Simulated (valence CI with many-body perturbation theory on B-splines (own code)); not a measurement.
**Level structure of Yb XXXII**

Level of theory: relativistic CI+MBPT: three valence electrons over a frozen Dirac-Fock core [Kr], a basis of 7 s, 7 p, 8 d, 6 f, 4 g, 1 h functions for each j, with the one-electron correlation potential Σ1 (screened to all orders), the two-electron term Σ2, the three-electron term Σ3, Breit, model QED; selected single and double excitations, second order for the rest, scaled by the run's own slope (own B-spline code, finite nucleus).

The last digits are not significant, and no measured levels were compared; by estimate large intervals hold to a few tenths of a per cent, small ones and those within an open d or f shell to about a per cent. Only levels of the ground parity were solved; by the run's estimate the other parity begins above the list, which can be wrong where configurations are misplaced.

Levels 1 to 19 of 19, with energies above the lowest level, (4d3/2^3) J=3/2. "Leading %" is the weight of the configuration and term that name the level; weights of strongly mixed levels are sums over their largest components and can fall short, so below about 35 % the name and the second component can differ from the true leading terms, or belong to a minority configuration. In the jj column 3d3/2^4 stands for four electrons in 3d with j = 3/2. Lifetimes count E1, E2, E3, M1 and M2 decay at the calculated energies, and are blank where another channel may lead or the interval is too uncertain; long ones can be off by a factor of two.

| No. | Configuration | Term | J | E (cm⁻¹) | Leading % | Lifetime | Second component | Leading jj |
| --- | --- | --- | --- | --- | --- | --- | --- | --- |
| 1 | 4d³ | ⁴F | 3/2 | 0 | 54 |  | 33 % 4d³ ²D | 4d3/2^3 (95 %) |
| 2 | 4d³ | ⁴F | 5/2 | 84472 | 86 | 60.9 μs | 12 % 4d³ ²D | 4d3/2^2 4d5/2 (98 %) |
| 3 | 4d³ | ⁴P | 3/2 | 103390 | 40 | 71.1 μs | 30 % 4d³ ²P | 4d3/2^2 4d5/2 (96 %) |
| 4 | 4d³ | ⁴F | 7/2 | 111410 | 44 | 2.93 ms | 43 % 4d³ ²G | 4d3/2^2 4d5/2 (91 %) |
| 5 | 4d³ | ²G | 9/2 | 115430 | 43 | 1.81 s | 40 % 4d³ ²H | 4d3/2^2 4d5/2 (97 %) |
| 6 | 4d³ | ⁴P | 1/2 | 117160 | 61 | 190 μs | 38 % 4d³ ²P | 4d3/2^2 4d5/2 (99 %) |
| 7 | 4d³ | ⁴P | 5/2 | 171440 | 54 | 240 μs | 29 % 4d³ ²D | 4d3/2^2 4d5/2 (82 %) |
| 8 | 4d³ | ⁴F | 7/2 | 196610 | 55 | 28.9 μs | 42 % 4d³ ²G | 4d3/2 4d5/2^2 (95 %) |
| 9 | 4d³ | ⁴F | 9/2 | 207700 | 53 | 50.7 μs | 43 % 4d³ ²H | 4d3/2 4d5/2^2 (94 %) |
| 10 | 4d³ | ⁴P | 3/2 | 220830 | 41 | 21.6 μs | 40 % 4d³ ²D | 4d3/2 4d5/2^2 (99 %) |
| 11 | 4d³ | ²P | 1/2 | 228670 | 61 | 35.4 μs | 38 % 4d³ ⁴P | 4d3/2 4d5/2^2 (99 %) |
| 12 | 4d³ | ²H | 11/2 | 235750 | 100 | 114 μs |  | 4d3/2 4d5/2^2 (100 %) |
| 13 | 4d³ | ²D | 5/2 | 237700 | 51 | 48.5 μs | 21 % 4d³ ⁴P | 4d3/2 4d5/2^2 (83 %) |
| 14 | 4d³ | ²D | 5/2 | 253990 | 43 | 67.6 μs | 41 % 4d³ ²F | 4d3/2 4d5/2^2 (95 %) |
| 15 | 4d³ | ²F | 7/2 | 260390 | 84 | 83.6 μs | 14 % 4d³ ²G | 4d3/2 4d5/2^2 (96 %) |
| 16 | 4d³ | ²D | 3/2 | 305450 | 58 | 30.7 μs | 33 % 4d³ ²P | 4d3/2 4d5/2^2 (76 %) |
| 17 | 4d³ | ²G | 9/2 | 317490 | 54 | 22.5 μs | 30 % 4d³ ⁴F | 4d5/2^3 (96 %) |
| 18 | 4d³ | ²D | 3/2 | 359840 | 65 | 21.5 μs | 25 % 4d³ ²P | 4d5/2^3 (77 %) |
| 19 | 4d³ | ²D | 5/2 | 386720 | 65 | 14.6 μs | 22 % 4d³ ²F | 4d5/2^3 (92 %) |

The ionisation energy to 4d² ³F2 of the next ion comes out as 1225.1 eV (NIST: 1224 ± 4 eV (theoretical)). All 19 levels together are meant to be complete up to 402190 cm⁻¹.
